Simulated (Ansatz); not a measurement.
`[ZnH][S][GaH2]` at its PBE0-D4/def2-TZVP geometry, where that method's forces vanish. Charge 0, multiplicity 1.

```tsv
atom	x (Å)	y (Å)	z (Å)
Zn1	1.018	-0.393	-1.503
S2	1.117	1.139	0.031
Ga3	-0.644	0.402	1.115
H4	0.968	-1.464	-2.595
H5	-1.388	-0.863	0.553
H6	-1.071	1.179	2.399
```

**Question.** For each bond, give half the difference of the two atoms' forces along it (eV/Å; positive pushes the atoms apart) under PBE-D4, r2SCAN-D4, B3LYP-D4, ωB97M-V in def2-TZVPP. (Estimate.)

**Answer.** Ansatz gave: 
```csv
bond,length (Å),PBE-D4,r2SCAN-D4,B3LYP-D4,ωB97M-V
Zn1–S2,2.171,0.12,0.01,0.21,0.06
Zn1–H4,1.531,-0.11,-0.19,-0.19,-0.15
S2–Ga3,2.195,0.20,0.04,0.22,0.04
Ga3–H5,1.571,-0.02,-0.09,-0.06,-0.07
Ga3–H6,1.560,0.03,-0.07,-0.08,-0.10
```

B3LYP here is the variant with VWN-RPA as its local correlation; programs differ in this.
